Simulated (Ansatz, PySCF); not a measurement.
CH2Cl2, charge -1, doublet, at the geometry of the source list (a state made from the parent by changing its charge; the spin is typed, not shown lowest) (in this run its highest filled SCF level lies above zero, so its values depend strongly on the basis, on diffuse functions most of all). Base run: B97M-V/def2-SVP run with PySCF.

Here is a job for PySCF.
```python
from pyscf import gto, scf, dft

mol = gto.M(
    atom='''
Cl   -1.449200    0.862500   -0.041200
C    -0.002200   -0.155500    0.009000
Cl    1.473300    0.819800   -0.055700
H    -0.005700   -0.711500    0.945800
H    -0.016200   -0.815300   -0.857800
''',
    basis='def2-svp',
    charge=-1,
    spin=1,
    verbose=4,
)

mf = dft.UKS(mol)
mf.xc = 'b97m_v'
mf.kernel()
```

The same geometry, method and basis name were run in Ansatz (a program for electronic structure) and PySCF, at each program's defaults and at the settings that a row names. The base is PySCF at its defaults. Differences at the defaults can come from grids, fitting, cores and function types together.

| code and settings | ΔE vs base (µEh) | basis functions | E (Eh) | SCF cycles |
|---|---|---|---|---|
| PySCF, defaults (exact integrals, its default grid, spherical functions) | 0.0 | 60 | -959.03767 | 10 |
| Ansatz, defaults (factorised integrals, its default grid, spherical functions) | 0.6 | 60 | -959.03767 | - |
| PySCF, density fitting with def2-universal-jkfit | -77.6 | 60 | -959.03775 | 10 |
| PySCF, fine grid | 1.4 | 60 | -959.03767 | 10 |
| Ansatz, high accuracy | 0.5 | 60 | -959.03767 | - |

Open shells are given as the SCF converged; they aren't shown to be the lowest states, and a large step between rows can be another state.
